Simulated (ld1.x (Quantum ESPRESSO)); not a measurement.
## How hard is this boron (B) PAW potential?

ld1.x (Quantum ESPRESSO) 7.5 input, shortened:

```
&input
   title='B', zed=5., rel=0, dft='PBE', iswitch=3,
   config='[He] 2s2 2p1'
 /
 &inputp
   pseudotype=3, lpaw=.true., tm=.true., lloc=-2, rcloc=3.50,
   nlcc=.true., new_core_ps=.true., rcore=0.90,
   which_augfun='BESSEL', rmatch_augfun=1.05
 /
4
2S  1  0   2.00   0.00  1.35  1.65  0.0
2S  1  0   0.00   2.15  1.35  1.65  0.0
2P  2  1   1.00   0.00  3.30  4.55  0.0
2P  2  1   0.00   1.50  3.30  4.55  0.0
 &test
   configts(1)='2s2 2p1'
 /
```

The pseudo-atom Hamiltonian at the reference potential is diagonalised in spherical Bessel functions j_l(qr) that vanish at 20 bohr, with q² up to the cutoff. All-electron valence levels (Ry): 2s -0.6937, 2p -0.2652.

Question: How do the lowest levels (Ry) of each channel move with the cutoff, and are there ghosts?

Answer:

| cutoff (Ry) | s #1 | p #1 | d #1 | f #1 | Σ f·Δε (mRy) |
| --- | --- | --- | --- | --- | --- |
| 8 | -0.6936 | -0.2652 | 0.0664 | 0.1130 | 0.2 |
| 10 | -0.6936 | -0.2652 | 0.0664 | 0.1130 | 0.2 |
| 400 | -0.6937 | -0.2652 | 0.0664 | 0.1130 | 0.0 |

Result: no extra level below or beside the all-electron valence levels (s, p, d, f tested); 10 mRy is reached at 6 Ry and 1 mRy at 6 Ry.

Test run stopped at test 1 of 7 (negative rho).
